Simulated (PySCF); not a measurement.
# Working out the ionisation energy of Ni⁺

Ni⁺ [Ar] 3d9 (2D) → Ni²⁺ [Ar] 3d8 (3F). Calculation: PySCF 2.14, in def2-QZVPPD (11s6p5d4f2g, 100 functions); no relativity, point nucleus. Frozen: [Ar]. Energies in hartree (1 hartree = 27.21139 eV):

| part | Ni⁺ (lower) | Ni²⁺ (upper) |
| --- | --- | --- |
| UHF | -1506.596916 | -1506.039904 |
| CCSD correlation | -0.344342 | -0.251326 |
| (T) | -0.013374 | -0.005545 |

Task: What does Hartree-Fock give?

Result: (-1506.039904) − (-1506.596916) = 0.557012 hartree = 15.157 eV.

Task: What do CCSD and CCSD(T) give?

Result: The CCSD correlation energies differ by 0.093016 hartree = 2.531 eV and the triples by 0.007829 hartree = 0.213 eV, so CCSD gives 17.688 eV and CCSD(T) 17.901 eV.

A first-order spin-orbit estimate adds -0.055 eV to CCSD(T) (valence), giving 17.846 eV against 18.169 eV (measured; NIST Atomic Spectra Database, ionization energies).

The calculation is non-relativistic.

What remains against the reference includes basis incompleteness, the frozen core and higher excitations.
